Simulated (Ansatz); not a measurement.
Mulliken charges of ClF2HSi, SMILES `F[SiH](F)Cl` from PBE/def2-TZVPP in Ansatz (PBE0-D4/def2-TZVP geometry).

```
atom   x (Å)   y (Å)   z (Å)  charge (e)
  F1  -0.340  -0.621   1.420      -0.245
 Si2   0.096   0.000   0.038       0.732
  F3  -0.034   1.567   0.157      -0.245
 Cl4  -1.158  -0.656  -1.402      -0.179
  H5   1.485  -0.363  -0.254      -0.063
```

By hand: the dipole of these point charges (1 e Å = 4.8032 D).

Σ q r = (0.276, -0.091, -0.092) e Å, of length 0.305 e Å = 1.46 D.

How does the dipole of the full density compare? (Best estimate.)

Computed: (0.179, -0.087, -0.107) e Å, 1.09 D; the point charges give 1.34 times that, at 13° from its direction.

Point charges leave out the atoms' own dipoles, such as those of lone pairs, and Mulliken's split depends on the basis, so the two needn't agree.
